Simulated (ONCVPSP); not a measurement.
# Configuration tests for Ni (ONCV)

nickel, optimised norm-conserving Vanderbilt (ONCV), made with ONCVPSP 4.0.1 (LDA (Perdew-Zunger), fully relativistic). Core [Ne], reference 3s2 3p6 3d8 4s2. Waves: 3s+4s: rc 1.10 bohr, ncon 4, nbas 9, qcut 12.8 1/bohr, 2 projectors; 3p: rc 0.75 bohr, ncon 3, nbas 7, qcut 9.7 1/bohr, 2 projectors, debl 0.4 Ha; 3d: rc 1.00 bohr, ncon 4, nbas 9, qcut 19.1 1/bohr, 2 projectors, debl 0.7 Ha. Local part: polynomial inside 0.50 bohr (lpopt 5, dvloc0 1 Ha). Core correction: none.

Open shells are filled in proportion to 2j + 1.

In the p channel the program set the typed energies aside and used -2.591, 0.250 Ha (j = l + 1/2; the other j can differ).

Energies are relative to the spin-unpolarised reference configuration 3s2 3p6 3d8 4s2; without spin polarisation the order of configurations can differ from experiment.

| valence configuration | charge | ΔE all-electron (eV) | error AE − PS (meV) |
| --- | --- | --- | --- |
| 3s2 3p6 3d8 4s1 | +1 | 9.601 | +0.7 |
| 3s2 3p6 3d8 4s0 | +2 | 27.261 | +3.2 |
| 3s2 3p6 3d7 4s2 4p1 | 0 | 10.655 | +5.2 |

What are ΔE and the potential's error for 3s2 3p6 3d7 4s0?

ΔE = 65.058 eV all-electron; the error (AE − PS) is +0.7 meV.

Levels in the configuration 3s2 3p6 3d8 4s1:

```csv
level,all-electron (eV),pseudo (eV)
3s j=1/2,-119.659,-119.652
3p j=3/2,-79.710,-79.704
3p j=1/2,-81.928,-81.916
3d j=5/2,-18.163,-18.166
3d j=3/2,-18.406,-18.407
4s j=1/2,-13.511,-13.510
```
